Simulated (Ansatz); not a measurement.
Consider the isomerisation: `N[SiH]([SiH3])O[SiH3]` → `N[SiH2]O[SiH2][SiH3]`.

Program: Ansatz. Geometries: PBE0-D4/def2-TZVP. ΔE: electronic, gas phase. CCSD(T)/CBS adds triple-zeta CCSD(T) − MP2 to the extrapolated MP2 energy (def2 sets, frozen cores). DFT in def2-TZVPP. B3LYP here is the variant with VWN-RPA as its local correlation; programs differ in this. One conformer a species, not always the lowest.

`N[SiH]([SiH3])O[SiH3]`:

Cartesian coordinates in Å:
```
N 1.783 -0.178 0.803
Si 0.104 -0.484 0.863
Si -0.955 1.543 1.370
O -0.550 -1.080 -0.527
Si -0.377 -1.019 -2.150
H 2.472 -0.907 0.891
H 2.169 0.661 0.404
H -0.108 -1.540 1.884
H -0.695 1.940 2.780
H -2.426 1.454 1.162
H -0.426 2.618 0.481
H -0.166 0.383 -2.603
H -1.612 -1.555 -2.773
H 0.788 -1.836 -2.584
```

`N[SiH2]O[SiH2][SiH3]`:

Z-matrix (Å, degrees):
```
Si
O 1 1.640
N 1 1.704 2 114.4
H 1 1.482 2 106.9 3 119.6
H 1 1.482 2 107.0 3 -119.5
Si 2 1.637 1 142.8 3 1.6
H 3 1.005 1 123.6 2 85.3
H 3 1.005 1 123.4 2 -86.2
Si 6 2.347 2 112.6 1 -1.4
H 6 1.489 2 109.0 1 -122.6
H 6 1.489 2 109.1 1 119.9
H 9 1.489 6 111.9 2 61.4
H 9 1.491 6 108.5 2 -179.7
H 9 1.489 6 111.9 2 -60.8
```

| species | B3LYP-D4 energy (Eh) |
| --- | --- |
| `N[SiH]([SiH3])O[SiH3]` | -1004.15895 |
| `N[SiH2]O[SiH2][SiH3]` | -1004.16126 |

(1) Work out ΔE.

Largest T1 diagnostic among the species: 0.012.

Results:

(1) ΔE = (-1004.16126) − (-1004.15895) = -0.00231 Eh = -6.1 kJ/mol. CCSD(T)/CBS gives -5.6 kJ/mol.
